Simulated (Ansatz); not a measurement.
**Molecular dynamics of Cl$_{3}$H$_{4}$InSi**

input.yaml

```yaml
crystal:
  periodic: [false, false, false]
  atoms:
    - { symbol: In, position_ang: [0.06606, -0.324877, -0.067923] }
    - { symbol: Cl, position_ang: [-0.54227, 0.339976, 2.378976] }
    - { symbol: Cl, position_ang: [2.175698, 0.535637, -0.653122] }
    - { symbol: Cl, position_ang: [-1.791094, -0.109315, -1.49652] }
    - { symbol: Si, position_ang: [0.164899, -2.885664, 1.129306] }
    - { symbol: H, position_ang: [-1.138384, -3.55695, 0.881613] }
    - { symbol: H, position_ang: [1.188495, -3.340173, 0.143095] }
    - { symbol: H, position_ang: [0.667036, -3.175602, 2.503245] }
    - { symbol: H, position_ang: [-0.187539, -1.156532, 1.802731] }
basis:
  gaussian: { orbitals: def2-SVP }
hamiltonian:
  xc: b3lyp
md:
  timestep: 0.5
  n_steps: 200
  ensemble: nve
  temperature: 300.0
  initial_velocities: maxwell_boltzmann
  seed: 7508
```

Command:

```bash
$ ansatz run input.yaml --threads 4 --pin off --max-ram 5120MiB --backend cpu --events-out ev --progress --plain --runs-dir out
```

It starts at the highest image of a converged band. Of that band: The profile has 2 maxima (images 1, 3) with wells between them (image 2): this band takes more than one step, which may be the mechanism or a detour left from its start path. Neighbouring images differ by up to 1.7 eV, so the band resolves the path poorly. A vibrational analysis at the climbing image gives one clearly imaginary mode, 1100i cm⁻¹: a first-order saddle point.

Output, in part (one step line in 7, the closing report, with atoms numbered from 0):

```
md step     0: t =     0.00 fs  T =   300.0 K  F+E_penalty+E_count = -50675.88219177 eV  E_kin = 0.271446 eV  conserved = -50675.61074577 eV  (23 SCF iters)
md step     7: t =     3.50 fs  T =   232.0 K  F+E_penalty+E_count = -50675.82016084 eV  E_kin = 0.209949 eV  conserved = -50675.61021161 eV  (23 SCF iters)
md step    14: t =     7.00 fs  T =   238.7 K  F+E_penalty+E_count = -50675.82659646 eV  E_kin = 0.215975 eV  conserved = -50675.61062148 eV  (29 SCF iters)
md step    21: t =    10.50 fs  T =   183.2 K  F+E_penalty+E_count = -50675.77590022 eV  E_kin = 0.165747 eV  conserved = -50675.61015322 eV  (27 SCF iters)
md step    28: t =    14.00 fs  T =   274.0 K  F+E_penalty+E_count = -50675.85860332 eV  E_kin = 0.247891 eV  conserved = -50675.61071191 eV  (27 SCF iters)
md step    35: t =    17.50 fs  T =   263.2 K  F+E_penalty+E_count = -50675.84827838 eV  E_kin = 0.238113 eV  conserved = -50675.61016573 eV  (27 SCF iters)
md step    42: t =    21.00 fs  T =   443.7 K  F+E_penalty+E_count = -50676.01259883 eV  E_kin = 0.401485 eV  conserved = -50675.61111377 eV  (28 SCF iters)
md step    49: t =    24.50 fs  T =   484.5 K  F+E_penalty+E_count = -50676.04860192 eV  E_kin = 0.438397 eV  conserved = -50675.61020458 eV  (27 SCF iters)
md step    56: t =    28.00 fs  T =   716.3 K  F+E_penalty+E_count = -50676.25916782 eV  E_kin = 0.648105 eV  conserved = -50675.61106265 eV  (25 SCF iters)
md step    63: t =    31.50 fs  T =   828.1 K  F+E_penalty+E_count = -50676.35939867 eV  E_kin = 0.749243 eV  conserved = -50675.61015585 eV  (27 SCF iters)
md step    70: t =    35.00 fs  T =   890.8 K  F+E_penalty+E_count = -50676.41679818 eV  E_kin = 0.806046 eV  conserved = -50675.61075214 eV  (27 SCF iters)
md step    77: t =    38.50 fs  T =   902.2 K  F+E_penalty+E_count = -50676.42704132 eV  E_kin = 0.816352 eV  conserved = -50675.61068965 eV  (26 SCF iters)
md step    84: t =    42.00 fs  T =   860.2 K  F+E_penalty+E_count = -50676.38861749 eV  E_kin = 0.778332 eV  conserved = -50675.61028547 eV  (27 SCF iters)
md step    91: t =    45.50 fs  T =   934.7 K  F+E_penalty+E_count = -50676.45736145 eV  E_kin = 0.845726 eV  conserved = -50675.61163505 eV  (26 SCF iters)
md step    98: t =    49.00 fs  T =   789.2 K  F+E_penalty+E_count = -50676.32391473 eV  E_kin = 0.714081 eV  conserved = -50675.60983342 eV  (27 SCF iters)
md step   105: t =    52.50 fs  T =   937.6 K  F+E_penalty+E_count = -50676.45990366 eV  E_kin = 0.848333 eV  conserved = -50675.61157110 eV  (27 SCF iters)
md step   112: t =    56.00 fs  T =   928.0 K  F+E_penalty+E_count = -50676.45043323 eV  E_kin = 0.839663 eV  conserved = -50675.61076985 eV  (27 SCF iters)
md step   119: t =    59.50 fs  T =   988.5 K  F+E_penalty+E_count = -50676.50475205 eV  E_kin = 0.894379 eV  conserved = -50675.61037353 eV  (26 SCF iters)
md step   126: t =    63.00 fs  T =  1114.8 K  F+E_penalty+E_count = -50676.61987778 eV  E_kin = 1.008673 eV  conserved = -50675.61120489 eV  (26 SCF iters)
md step   133: t =    66.50 fs  T =  1118.0 K  F+E_penalty+E_count = -50676.62170605 eV  E_kin = 1.011581 eV  conserved = -50675.61012478 eV  (24 SCF iters)
md step   140: t =    70.00 fs  T =  1128.7 K  F+E_penalty+E_count = -50676.63207994 eV  E_kin = 1.021309 eV  conserved = -50675.61077112 eV  (30 SCF iters)
md step   147: t =    73.50 fs  T =  1075.0 K  F+E_penalty+E_count = -50676.58332457 eV  E_kin = 0.972686 eV  conserved = -50675.61063828 eV  (30 SCF iters)
md step   154: t =    77.00 fs  T =  1029.0 K  F+E_penalty+E_count = -50676.54120152 eV  E_kin = 0.931036 eV  conserved = -50675.61016565 eV  (26 SCF iters)
md step   161: t =    80.50 fs  T =  1030.5 K  F+E_penalty+E_count = -50676.54357180 eV  E_kin = 0.932422 eV  conserved = -50675.61114986 eV  (26 SCF iters)
md step   168: t =    84.00 fs  T =   963.9 K  F+E_penalty+E_count = -50676.48245446 eV  E_kin = 0.872133 eV  conserved = -50675.61032168 eV  (26 SCF iters)
md step   175: t =    87.50 fs  T =  1019.1 K  F+E_penalty+E_count = -50676.53301095 eV  E_kin = 0.922124 eV  conserved = -50675.61088690 eV  (30 SCF iters)
md step   182: t =    91.00 fs  T =  1121.9 K  F+E_penalty+E_count = -50676.62656500 eV  E_kin = 1.015098 eV  conserved = -50675.61146658 eV  (30 SCF iters)
md step   189: t =    94.50 fs  T =  1076.9 K  F+E_penalty+E_count = -50676.58424084 eV  E_kin = 0.974370 eV  conserved = -50675.60987057 eV  (29 SCF iters)
md step   196: t =    98.00 fs  T =  1309.1 K  F+E_penalty+E_count = -50676.79618220 eV  E_kin = 1.184482 eV  conserved = -50675.61169977 eV  (30 SCF iters)
md step   200: t =   100.00 fs  T =  1265.0 K  F+E_penalty+E_count = -50676.75483370 eV  E_kin = 1.144639 eV  conserved = -50675.61019442 eV  (26 SCF iters)
Total energy: -50676.75514984 eV, -1862.3364018181 hartree
Atom 0 at     0.215053    -0.631756    -0.261132 Å, force    -0.796389    -0.147693     0.189610 eV/Å
Atom 1 at    -0.763716     0.936167     2.961425 Å, force    -1.845983    -0.455168     0.365742 eV/Å
Atom 2 at     2.039798     0.795640    -0.517187 Å, force     0.378491     0.434845    -0.041194 eV/Å
Atom 3 at    -1.833004     0.015653    -1.337745 Å, force     0.335409     0.050049     0.029738 eV/Å
Atom 4 at     0.066289    -2.946995     0.806348 Å, force    -0.576048    -0.141746     1.026813 eV/Å
Atom 5 at    -1.433321    -3.155982     0.954700 Å, force     0.548767    -0.065947    -0.165298 eV/Å
Atom 6 at     0.663861    -3.765991    -0.247623 Å, force     0.092612    -0.510555    -0.332999 eV/Å
Atom 7 at     0.707554    -3.294594     2.148884 Å, force    -0.108826     0.390190    -0.596584 eV/Å
Atom 8 at     0.408952     1.145527     2.632261 Å, force     1.971967     0.446025    -0.475827 eV/Å
Dipole moment:     0.315127    -0.459339     0.432354 e Å
```

The run went to its last step. The conserved energy stayed within 0.11 meV per atom of its start (net change 0.061 meV per atom), so the integration is sound. The kinetic energy rose, since the run started high on the potential surface and went downhill. It ends in pieces (Cl2H3InSi + ClH), so much of that is their flight and rotation, not heat. A run of 0.1 ps of so small a system gives no equilibrium averages. The orbitals stay closed-shell, which can raise the energy where a bond breaks towards radicals; this wasn't checked here.

Between its relaxed ends the band would form In1–Si5, Cl2–H9 and break Si5–H9. These pairs go: In1–Si5 2.83 → 2.55 Å, Cl2–H9 1.64 → 1.24 Å, Si5–H9 1.89 → 4.49 Å. In the last frame they stand as after the step (other bonds may differ from the relaxed reactants and products). Also parted: In1–Cl2 2.61 → 3.71 Å, In1–H9 2.06 → 3.40 Å. It ends as Cl2H3InSi + ClH. Pairs count as bonded within 1.25 times the sum of covalent radii (0.12 Å more for H–H).

Last frame:

```xyz
9
Properties=species:S:1:pos:R:3
In 0.215 -0.632 -0.261
Cl -0.764 0.936 2.961
Cl 2.040 0.796 -0.517
Cl -1.833 0.016 -1.338
Si 0.066 -2.947 0.806
H -1.433 -3.156 0.955
H 0.664 -3.766 -0.248
H 0.708 -3.295 2.149
H 0.409 1.145 2.632
```

The run took 3.1 min on 4 threads of AMD EPYC 9R45 96-Core Processor (Zen 5) (shared host), peak memory 0.36 GiB.
